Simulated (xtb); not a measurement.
C$_{4}$H$_{7}$O$_{2}$ (SMILES [CH]1COCCO1), doublet, from a rough starting geometry; GFN2-xTB run with xtb 6.7.1.

Here is a job for xtb.
```
$ xtb mol.xyz --gfn 2 --uhf 1 --opt vtight --json

# file mol.xyz
13

C      0.59202631     1.34662703     0.12385343
C      1.38379479     0.16880762    -0.18487530
O      0.64664770    -0.96033753    -0.74630282
C     -0.51130737    -1.12063892     0.03921592
C     -1.39479885     0.14920503    -0.00469467
O     -0.67502245     1.20811893     0.51416218
H      1.08076167     2.15261637     0.58422461
H      1.99055397    -0.20889301     0.61686520
H      2.15847404     0.38122198    -1.02102926
H     -1.04704952    -1.96505320    -0.43509335
H     -0.27183967    -1.45985254     1.04154924
H     -1.60681542     0.36421767    -1.07293515
H     -2.35042049    -0.02367966     0.60504470
```

Problem. What does xtb print? Leave out banner, timings and long lists.

Solution. 
```
   ID    Z sym.   atoms
    1    6 C      1, 2, 4, 5
    2    8 O      3, 6
    3    1 H      7-13

           -------------------------------------------------
          |                Calculation Setup                |
           -------------------------------------------------

           -------------------------------------------------
          |                 G F N 2 - x T B                 |
           -------------------------------------------------

          ...................................................
          :                      SETUP                      :
          :.................................................:
          :  # basis functions                  31          :
          :  # atomic orbitals                  31          :
          :  # shells                           19          :
          :  # electrons                        35          :
          :  max. iterations                   250          :
          :  Hamiltonian                  GFN2-xTB          :
          :  restarted?                      false          :
          :  GBSA solvation                  false          :
          :  PC potential                    false          :
          :  electronic temp.          300.0000000     K    :
          :  accuracy                    1.0000000          :
          :  -> integral cutoff          0.2500000E+02      :
          :  -> integral neglect         0.1000000E-07      :
          :  -> SCF convergence          0.1000000E-05 Eh   :
          :  -> wf. convergence          0.1000000E-03 e    :
          :  Broyden damping             0.4000000          :
          :  net charge                          0          :
          :  unpaired electrons                  1          :
          ...................................................

 iter      E             dE          RMSdq      gap      omega  full diag
   1    -20.3172360 -0.203172E+02  0.434E+00    7.44       0.0  T
   2    -20.3479114 -0.306753E-01  0.233E+00    7.43       1.0  T
   3    -20.3483639 -0.452490E-03  0.902E-01    7.60       1.0  T
   4    -20.3487000 -0.336139E-03  0.108E-01    7.53       1.0  T
   5    -20.3487175 -0.174548E-04  0.613E-02    7.54       1.0  T
   6    -20.3487189 -0.143753E-05  0.137E-02    7.53       2.0  T
   7    -20.3487192 -0.248985E-06  0.322E-03    7.53       8.6  T
   8    -20.3487192 -0.196762E-07  0.138E-03    7.53      20.1  T
[...]
         :: total energy             -20.170341040310 Eh    ::
 * total energy  :   -20.1703410 Eh     change       -0.2480505E-10 Eh
 * total energy  :   -20.1815571 Eh     change       -0.1121605E-01 Eh
 * total energy  :   -20.1831341 Eh     change       -0.1577004E-02 Eh
 * total energy  :   -20.1832638 Eh     change       -0.1296783E-03 Eh
 * total energy  :   -20.1833038 Eh     change       -0.4007115E-04 Eh
 * total energy  :   -20.1833095 Eh     change       -0.5637703E-05 Eh
 * total energy  :   -20.1833134 Eh     change       -0.3952662E-05 Eh
 * total energy  :   -20.1833147 Eh     change       -0.1226356E-05 Eh
 * total energy  :   -20.1833152 Eh     change       -0.5537839E-06 Eh
 * total energy  :   -20.1833154 Eh     change       -0.2333906E-06 Eh
 * total energy  :   -20.1833155 Eh     change       -0.7558073E-07 Eh
   *** GEOMETRY OPTIMIZATION CONVERGED AFTER 11 ITERATIONS ***
         :: total energy             -20.183315520413 Eh    ::
[...]
    12   1 H        0.923     0.051     2.313     2.378
    13   1 H        0.924     0.052     2.297     2.370

 Mol. C6AA /au·bohr⁶  :       1430.306415
 Mol. C8AA /au·bohr⁸  :      30745.287030
 Mol. α(0) /au        :         56.071780

Wiberg/Mayer (AO) data.
largest (>0.10) Wiberg bond orders for each atom

 ---------------------------------------------------------------------------
     #   Z sym  total        # sym  WBO       # sym  WBO       # sym  WBO
 ---------------------------------------------------------------------------
     1   6 C    3.322 --     6 O    1.199     2 C    1.039     7 H    0.966
     2   6 C    3.955 --     1 C    1.039     3 O    0.984     9 H    0.958
                             8 H    0.929
     3   8 O    2.084 --     4 C    0.993     2 C    0.984
     4   6 C    3.961 --     3 O    0.993     5 C    0.989    10 H    0.970
                            11 H    0.966
     5   6 C    3.951 --     4 C    0.989     6 O    0.977    13 H    0.971
                            12 H    0.962
     6   8 O    2.266 --     1 C    1.199     5 C    0.977
     7   1 H    0.998 --     1 C    0.966
     8   1 H    0.997 --     2 C    0.929
     9   1 H    0.996 --     2 C    0.958
    10   1 H    0.997 --     4 C    0.970
    11   1 H    0.999 --     4 C    0.966
    12   1 H    0.997 --     5 C    0.962
    13   1 H    0.997 --     5 C    0.971
 ---------------------------------------------------------------------------

Topologies differ in total number of bonds
Writing topology from bond orders to xtbtopo.mol

molecular dipole:
                 x           y           z       tot (Debye)
 q only:       -0.141      -0.190       0.100
   full:       -0.132      -0.277       0.277       1.050
molecular quadrupole (traceless):
                xx          xy          yy          xz          yz          zz
 q only:        3.704       3.582      -1.847       1.029      -2.021      -1.858
  q+dip:        3.316       3.205      -2.869       2.217      -2.959      -0.447
   full:        3.866       3.801      -2.766       2.026      -2.718      -1.099

optimized geometry written to: xtbopt.xyz

           -------------------------------------------------
          | TOTAL ENERGY              -20.183315520413 Eh   |
          | GRADIENT NORM               0.000078356425 Eh/α |
          | HOMO-LUMO GAP               8.243454484817 eV   |
           -------------------------------------------------

normal termination of xtb
```
